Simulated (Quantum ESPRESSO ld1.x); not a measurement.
The numbers below are computed, except where a source is named.
The aim is neutral technetium in [Kr] 4d5 5s2. This ld1.x (Quantum ESPRESSO 7.5) run was made with `OMP_NUM_THREADS=1 ld1.x < ld1.in > ld1.out`. Can the result be used? Name any fault.

```
 &input
    zed=43.0,
    iswitch=1,
    rel=1,
    dft='HF',
    config='[Kr] 4d5 5s2',
    prefix='ld1',
    max_out_wfc=37,
    file_charge='ld1.rho',
 /
```

Output (excerpt):

```
     Program LD1 v.7.5 starts

 %%%%%%%%%%%%%%%%%%%%%%%%%%%%%%%%%%%%%%%%%%%%%%%%%%%%%%%%%%%%%%%%%%%%%%%%%%%%%%
     Error in routine ld1_setup (1):
     HF not implemented yet
 %%%%%%%%%%%%%%%%%%%%%%%%%%%%%%%%%%%%%%%%%%%%%%%%%%%%%%%%%%%%%%%%%%%%%%%%%%%%%%

     stopping ...
```

Answer. No (refused). The line at issue: dft='HF'. The program stops in ld1_setup with "HF not implemented yet": ld1.x has no Hartree-Fock; KLI and OEP are its exact-exchange options. The sound input gives -4286.141 hartree.
